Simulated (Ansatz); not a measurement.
F₄Te, charge -1, doublet, geometry from GFN2-xTB (a state made from the parent by changing its charge; the spin is typed, not shown lowest) (core potentials on Te) (a gas-phase anion, which may not be bound at this level); B3LYP/def2-SV(P) (Ansatz, a program for electronic structure).

The Ansatz input:
Ansatz 0.2 input:
```yaml
crystal:
  periodic: [false, false, false]
  atoms:
    - {symbol: Te, position_ang: [0.07557501, 0.01248993, 0.10337542]}
    - {symbol: F, position_ang: [0.96051296, 1.97270793, -0.10944578]}
    - {symbol: F, position_ang: [1.54213324, -1.56088486, -0.10772023]}
    - {symbol: F, position_ang: [-1.25744532, -1.53123361, -0.18942752]}
    - {symbol: F, position_ang: [-1.68185650, 1.04724648, -0.19068666]}
basis:
  gaussian:
    orbitals: def2-SV_P_.json
hamiltonian:
  xc: b3lyp
total_charge: -1
magnetization: {spin_polarized: true, initial_magnetization: 1}
```
The basis file holds def2-SV(P) in the JSON format of the Basis Set Exchange.

The log (banner, timings and long lists left out):

```
Functional definition: B3LYP
841 factors; integrals over basis functions are off by at most 2.8e-4 eV
mean field evaluation 1: about -18152.0892 eV, gradient 2.9e1 eV
mean field evaluation 2: about -18139.8835 eV, gradient 6.5e1 eV
mean field evaluation 4: about -18155.4800 eV, gradient 4.1e0 eV
mean field evaluation 8: about -18155.6469 eV, gradient 1.3e-1 eV
mean field evaluation 16: about -18155.6470 eV, gradient 2.5e-4 eV
mean field -18155.64703990 eV, -667.2077223769 hartree, gradient 2.3e-5 eV, S^2 0.751927; 0 other end points of the search recorded, 0 dependent functions left out
reference -18155.64720594 eV, -667.2077284787 hartree; 31, 30 occupied and 51, 52 virtual orbitals, 841 factors
Total energy: -18155.64720594 eV, -667.2077284787 hartree
```
